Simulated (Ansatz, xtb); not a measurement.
Torsion H3–O1–O2–H4 in H2O2 (SMILES OO); at each angle all else is relaxed with GFN2-xTB, and the levels are single points there.
Geometry at 120° (charge 0, multiplicity 1):
```json
[
 {"atom": "O", "x (Å)": "-0.6519", "y (Å)": "0.3871", "z (Å)": "0.2734"},
 {"atom": "O", "x (Å)": "0.6493", "y (Å)": "0.3796", "z (Å)": "-0.2761"},
 {"atom": "H", "x (Å)": "-1.0838", "y (Å)": "-0.3720", "z (Å)": "-0.1431"},
 {"atom": "H", "x (Å)": "0.7189", "y (Å)": "1.2374", "z (Å)": "-0.7184"}
]
```

On the grid 0° to 180°, 0° is the highest and 120° the lowest point at CCSD(T)/CBS(cc-pVTZ, cc-pVQZ).

Frozen-core correlation. CBS(a, b) extrapolates the correlation energy as X⁻³ and adds the Hartree–Fock energy of set b.

The values were computed with Ansatz (a quantum-chemistry and plane-wave program) with Gaussian orbitals; xtb for the GFN methods. Values without a source in brackets are computed.

**Question.** Give the energy at 0° less that at 120° at the level GFN-FF.

**Answer.** 7.3 kcal/mol
